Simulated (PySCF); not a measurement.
C5H8O, SMILES C=C1CCOC1. Geometry optimised at PBE-D3(BJ)/def2-SVP. One conformer was computed; it need not be the lowest.

Question: Give the equilibrium geometry at PBE-D3(BJ)/def2-SVP (PySCF confirms it by a frequency run) as Cartesian coordinates in Å. (Estimate from the structure and the level; the computed values follow.)

Answer: Several could match; the one computed here: 
```xyz
14

C      2.1528    -0.4073    -0.0324
C      0.8290    -0.1832    -0.0705
C     -0.2878    -1.1895     0.1180
C     -1.4660    -0.2715     0.4775
O     -1.2545     0.9024    -0.2973
C      0.1438     1.1619    -0.2804
H      2.8779     0.4088    -0.1821
H      2.5605    -1.4141     0.1477
H     -0.0587    -1.9593     0.8807
H     -0.4953    -1.7086    -0.8435
H     -2.4620    -0.6807     0.2169
H     -1.4582    -0.0419     1.5736
H      0.4182     1.8628     0.5490
H      0.4231     1.6520    -1.2374
```
Charge 0, spin multiplicity 1.
